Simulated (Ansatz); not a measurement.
Relaxation of ClH$_{3}$O$_{2}$Si (7 atoms, charge 0, multiplicity 1), to a largest force component of 0.02 eV/Å in at most 40 steps.

Method: Ansatz, RHF/def2-SVP.

```xyz
7
Properties=species:S:1:pos:R:3
Si 0.000 0.000 0.000
Cl 0.000 0.000 2.130
H 1.377 0.000 -0.486
O -0.791 1.371 -0.559
H -1.749 1.140 -0.782
O -0.791 -1.371 -0.559
H -1.246 -1.837 0.213
```

Where does it end, and by what steps?

The run converged. After 15 steps the energy has fallen by 0.416 eV; H7 moved furthest, 0.41 Å.

| step | energy less start (eV) | largest force component (eV/Å) | accepted |
| --- | --- | --- | --- |
| 0 | 0.0000 | 3.428 | yes |
| 1 | -0.3037 | 1.169 | yes |
| 2 | -0.3576 | 0.540 | yes |
| 3 | -0.3792 | 0.550 | yes |
| 4 | -0.3929 | 0.117 | yes |
| 5 | -0.4004 | 0.049 | yes |
| 6 | -0.3693 | 1.569 | no |
| 7 | -0.4081 | 0.045 | yes |
| 8 | -0.4019 | 0.877 | no |
| 9 | -0.4113 | 0.071 | yes |
| 10 | -0.4130 | 0.229 | yes |
| 11 | -0.4154 | 0.049 | yes |
| 12 | -0.4158 | 0.057 | yes |
| 13 | -0.4159 | 0.085 | yes |
| 14 | -0.4160 | 0.034 | yes |
| 15 | -0.4160 | 0.005 | yes |

```xyz
7
Properties=species:S:1:pos:R:3
Si -0.075 -0.015 -0.013
Cl -0.082 0.106 2.058
H 1.316 -0.070 -0.448
O -0.758 1.298 -0.680
H -1.694 1.427 -0.653
O -0.947 -1.334 -0.424
H -0.960 -2.108 0.116
```

Whether the end is a true minimum wasn't checked by a vibrational analysis.

Time of the run: 24 s on 1 thread of Arm Neoverse V1, on a shared host, peak memory 0.14 GiB.
